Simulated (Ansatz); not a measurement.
Consider the ligand exchange at the Si–Se bond: `CO[SiH2][SeH]` + `O[SiH2]S` → `CO[SiH2]S[SiH2]O` + H₂Se.

Isolated molecules relaxed with PBE0-D4/def2-TZVP in Ansatz; ΔE leaves out vibrations. CCSD(T)/CBS is the MP2 limit (def2-TZVPP, def2-QZVPP) plus CCSD(T) − MP2 in def2-TZVPP, frozen cores. Functionals use def2-TZVPP. For Se outer-core shells are correlated without core-valence functions, which leaves a few kJ/mol of doubt a bond. Scalar relativity is left out up to krypton. One conformer a species, not always the lowest.

| level | ΔE (kcal/mol) |
| --- | --- |
| PBE-D4 | -5.0 |
| PBE | -2.9 |

Q: What does CCSD(T)/CBS give? (Estimate.)

A: Computed: -4.2 kcal/mol. The listed levels differ from it by -0.8, 1.3 kcal/mol.

Largest T1 diagnostic among the species: 0.012.

In def2-TZVPP, CCSD(T) changes the Hartree–Fock value by −4.2 kcal/mol (the triples alone add −0.9 kcal/mol) and MP2 by −4.5 kcal/mol. The D4 term adds −3.2 kcal/mol with B3LYP and −1.9 kcal/mol with PBE0; it sums over pairs of atoms, weighted by their polarisabilities, and B3LYP, whose exchange is more repulsive, gets the larger term.

B3LYP here is the variant with VWN-RPA as its local correlation; programs differ in this.
